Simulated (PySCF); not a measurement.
# Spin-rotation constants: SMILES [SiH3]C#[N+][AlH2-][CH]1CC1, C4H10AlNSi

Geometry (Å), atoms numbered from 1 in this order:
```xyz
17

Si    3.302   -1.025    0.522
C     2.043    0.058   -0.351
N     1.247    0.690   -0.894
Al   -0.522    1.542   -0.845
C    -1.466   -0.174   -0.403
C    -2.621    0.165    0.521
C    -1.416   -0.513    1.069
H     3.890   -1.823   -0.551
H     4.250   -0.099    1.136
H     2.558   -1.820    1.493
H    -0.328    2.448    0.423
H    -0.711    2.252   -2.208
H    -1.663   -1.039   -1.037
H    -2.764    1.207    0.790
H    -3.546   -0.391    0.440
H    -0.763    0.081    1.700
H    -1.498   -1.547    1.378
```

Method used: GIAO KT3/pcSseg-1 magnetisability, rotational g tensor and spin-rotation constants, non-relativistic, gas phase in PySCF 2.14.0. Geometry: GFN2-xTB.

Q: Give the nuclear spin-rotation constants along the inertial axes (H = +C I·J) beside the isotropic shieldings.

A: Rotational constants 3.0078, 0.8272, 0.6833 GHz. A star marks the isotopologue with that one atom substituted, in its own axes.
| atom | isotope | Caa (kHz) | Cbb (kHz) | Ccc (kHz) | mean (kHz) | σ (ppm) |
| --- | --- | --- | --- | --- | --- | --- |
| N3 | 14N | 0.251 | 0.126 | 0.148 | 0.175 | -16.5 |
| Al4 | 27Al | 1.866 | 0.410 | 0.379 | 0.885 | 442.1 |
| H8 | 1H | -0.194 | -0.079 | 0.003 | -0.090 | 27.4 |
| H9 | 1H | -0.189 | -0.069 | -0.007 | -0.088 | 27.4 |
| H10 | 1H | -0.263 | 0.024 | -0.064 | -0.101 | 27.2 |
| H11 | 1H | -0.221 | -0.067 | 0.016 | -0.090 | 28.5 |
| H12 | 1H | -0.180 | 0.001 | -0.043 | -0.074 | 28.2 |
| H13 | 1H | -0.330 | -0.087 | 0.002 | -0.138 | 32.0 |
| H14 | 1H | -0.234 | -0.064 | -0.032 | -0.110 | 31.3 |
| H15 | 1H | -0.089 | -0.066 | -0.059 | -0.071 | 31.0 |
| H16 | 1H | -0.210 | -0.086 | -0.023 | -0.106 | 31.6 |
| H17 | 1H | -0.278 | -0.006 | -0.069 | -0.118 | 31.2 |
| Si1 | 29Si* | -1.506 | -0.410 | -0.341 | -0.752 | 459.4 |
| C2 | 13C* | 0.555 | 0.283 | 0.285 | 0.374 | 55.2 |
| C5 | 13C* | 0.364 | 0.103 | 0.092 | 0.186 | 180.2 |
| C6 | 13C* | 0.534 | 0.084 | 0.072 | 0.230 | 178.2 |

For the geometry as given, no vibrational averaging.

Q: How do the rotational constants and the g tensor change when H8, H9, H10, H11, H12, H13, H14, H15, H16, H17 are replaced by deuterium?

A: Constants 2.4738, 0.7278, 0.6047 GHz; g -0.0324, -0.0043, -0.0046, against -0.0392, -0.0051, -0.0053 before.
